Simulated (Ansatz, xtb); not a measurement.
## Two structures of H2OSeSi

Structure X is `O[SiH]=[Se]`, a singlet and structure Y is a singlet given by its coordinates. Both are isolated molecules in the gas phase, relaxed with PBE0-D3(BJ)/def2-SVP; the shapes shown needn't be the lowest conformers.

X (Å):

```xyz
5

O    -1.5324   -1.3680    1.4283
Se   -0.6132    1.7314    2.1120
Si   -0.3413   -0.2872    1.7746
H    -1.2714   -2.2857    1.2919
H     0.9455   -1.0406    1.7963
```

Y (Å):

```yaml
atoms:
  - { symbol: O, position_ang: [-0.5879, 1.0618, 0.4945] }
  - { symbol: Se, position_ang: [0.0875, -1.8767, 0.7896] }
  - { symbol: Si, position_ang: [0.6838, 0.1513, -0.1145] }
  - { symbol: H, position_ang: [-1.1125, -1.3248, 1.4417] }
  - { symbol: H, position_ang: [-0.5548, 1.9913, 0.2385] }
```

Close contacts (Å): O1–Si3 1.68, Se2–Si3 2.30, O1–H5 0.96, Se2–H4 1.47.

Problem. Estimate which is lower in electronic energy at CCSD(T)/def2-TZVPP, and by roughly how much.

Solution. The CCSD(T)/def2-TZVPP calculation puts structure X lower, by 0.543 eV.

How the difference moves with the method:

```csv
level,geometry,E(Y) − E(X) (eV),departure from the last row (eV),"job, with rough time for the two"
GFN2-xTB,GFN2-xTB,+1.295,+0.752,"optimisation, 0.12 s"
HF/STO-3G,GFN2-xTB,−0.536,−1.079,"single point, 0.32 s"
r2SCAN-D4/def2-SVP,GFN2-xTB,+0.553,+0.010,"single point, 3.2 s"
PBE0-D3(BJ)/def2-SVP,PBE0-D3(BJ)/def2-SVP,+0.449,−0.094,"optimisation, 26 s"
HF/def2-TZVPP,PBE0-D3(BJ)/def2-SVP,+0.655,+0.113,part of the CCSD(T) run
MP2/def2-TZVPP,PBE0-D3(BJ)/def2-SVP,+0.696,+0.153,part of the CCSD(T) run
CCSD(T)/def2-TZVPP,PBE0-D3(BJ)/def2-SVP,+0.543,,"single point, 75 s"
```

HF/STO-3G puts the two in the other order. The largest departure from CCSD(T)/def2-TZVPP is that of HF/STO-3G, 1.079 eV.

With harmonic frequencies from PBE0-D3(BJ)/def2-SVP (ideal gas, rigid rotor, one conformer each, 600 K, 1 atm): on the last row, ΔE + ΔZPE = +0.516, ΔH = +0.536, ΔG = +0.477 eV.

The correlated steps freeze 15 core orbitals; the filled d shell of Se is correlated, in a basis made for valence electrons. Codes used: Ansatz 0.2.0, xtb 6.7.1; the last row on 1 thread of Arm Neoverse V2 on a shared host.
